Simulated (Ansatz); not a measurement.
GaCl3, 4 atoms. Hardware: 4 threads of Arm Neoverse V2 on a shared host.

Correlated methods freeze 24 core orbitals; core or outer-core shells of Ga are correlated, in sets that lack core-valence functions.

Task: How many basis functions does each of these Ansatz runs have, and roughly what does it cost? PBE0-D4/def2-SVP, charge 0 singlet, relaxation, 2 steps; PBE-D4/def2-TZVPD, charge 0 singlet, energy, from earlier orbitals; PBE0-D4/def2-TZVPD, charge 0 singlet, energy, from earlier orbitals; PBE0-D4/def2-TZVP, charge 1 doublet at the geometry of the charge 0 singlet, energy, from earlier orbitals; r2SCAN-D4/def2-TZVPD, charge -1 doublet at the geometry of the charge 0 singlet, energy, from earlier orbitals; PBE0-D4/def2-SVP, charge -1 doublet at the geometry of the charge 0 singlet, energy with a search over starts; CCSD(T)/def2-TZVPP, charge 0 singlet, energy, from earlier orbitals; PBE0-D4/def2-SVP, charge 0 singlet, energy with a search over starts; PBE-D4/def2-SVP, charge 0 singlet, energy, from earlier orbitals; PBE-D4/def2-TZVP, charge 1 doublet at the geometry of the charge 0 singlet, energy, from earlier orbitals; MP2/def2-TZVP, charge 0 singlet, energy, from earlier orbitals; r2SCAN-D4/def2-TZVP, charge 1 doublet at the geometry of the charge 0 singlet, energy, from earlier orbitals.

Result: Other jobs shared the machine, so times can vary by a factor of up to 3. A dash marks memory too small to be measured apart from the calling script's.

```
                                                                                                           run  functions  fitting or Cholesky vectors  wall time  peak host memory (GiB)
                                              PBE-D4/def2-SVP, charge 0 singlet, energy, from earlier orbitals         86                          940     0.65 s                       –
                                          PBE0-D4/def2-SVP, charge 0 singlet, energy with a search over starts         86                          793      1.1 s                       –
                                                MP2/def2-TZVP, charge 0 singlet, energy, from earlier orbitals        159                          964      1.4 s                       –
                                            PBE-D4/def2-TZVPD, charge 0 singlet, energy, from earlier orbitals        192                         1216        2 s                       –
 PBE0-D4/def2-SVP, charge -1 doublet at the geometry of the charge 0 singlet, energy with a search over starts         86                          793      2.4 s                       –
     PBE-D4/def2-TZVP, charge 1 doublet at the geometry of the charge 0 singlet, energy, from earlier orbitals        159                         1136      2.4 s                       –
                                                       PBE0-D4/def2-SVP, charge 0 singlet, relaxation, 2 steps         86                          838      2.9 s                       –
                                           PBE0-D4/def2-TZVPD, charge 0 singlet, energy, from earlier orbitals        192                         1348      3.1 s                    0.61
    PBE0-D4/def2-TZVP, charge 1 doublet at the geometry of the charge 0 singlet, energy, from earlier orbitals        159                          964      4.6 s                       –
  r2SCAN-D4/def2-TZVP, charge 1 doublet at the geometry of the charge 0 singlet, energy, from earlier orbitals        159                         1136      7.5 s                       –
r2SCAN-D4/def2-TZVPD, charge -1 doublet at the geometry of the charge 0 singlet, energy, from earlier orbitals        192                         1216       11 s                       –
                                           CCSD(T)/def2-TZVPP, charge 0 singlet, energy, from earlier orbitals        174                         1072       31 s                     1.4
```
